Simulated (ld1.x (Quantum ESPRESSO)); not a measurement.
## PBE PAW dataset for Mg, scalar-relativistic all-electron reference.

Mg (Z = 12), PAW, made with ld1.x (Quantum ESPRESSO) 7.5 (PBE, scalar-relativistic). Core [He], reference 2s2 2p6 3s1.75 3p0.25. Waves: 2s (bound): rcut 1.00, rcutus 1.20 bohr; 3s (bound): rcut 1.00, rcutus 1.20 bohr; 2p (bound): rcut 1.05, rcutus 1.25 bohr; 3p (bound): rcut 1.05, rcutus 1.25 bohr. Local part: all-electron potential smoothed inside 1.10 bohr (lloc = -1). Core correction: Bessel-smoothed model core, default radius (core density twice the valence density). Augmentation charge: PSQ, inside the norm-conserving radii.

All-electron outer shells of the reference configuration (PBE, scalar-relativistic, ld1.x):

| shell | level (eV) | outermost node (bohr) | outermost maximum (bohr) |
| --- | --- | --- | --- |
| 1s | -1260.21 | – | 0.09 |
| 2s | -80.39 | 0.18 | 0.54 |
| 2p | -47.16 | – | 0.48 |
| 3s | -4.97 | 0.90 | 2.53 |
| 3p | -1.54 | 0.96 | 3.46 |

Question: Is the overlap operator S = 1 + Σ q|β⟩⟨β| positive definite (Bessel basis up to 400 Ry)?

Answer: No: its lowest eigenvalue is -3.236, in the s channel, so the generalised eigenproblem breaks down once the basis is large enough.

Question: Tests: 2s2 2p6 3s2 3p0; 2s2 2p6 3s1 3p0; 2s2 2p6 3s0 3p0; 2s2 2p6 3s1 3p1; 2s2 2p6 3s1.5 3p0; 2s2 2p6 3s0 3p2; 2s2 2p6 3s0 3p1. Which has the largest error in its energy relative to the reference configuration, and how large is it?

Answer: 2s2 2p6 3s0 3p2, with +3.0 meV (all-electron minus pseudo) on +6.33 eV.

The ghost test of this file was not conclusive. Its overlap operator is not positive definite in a basis up to 400 Ry (lowest eigenvalue s -3.24), so the file is unfit for use: the generalised eigenproblem breaks down once the basis is large enough, and its test numbers describe a broken file.
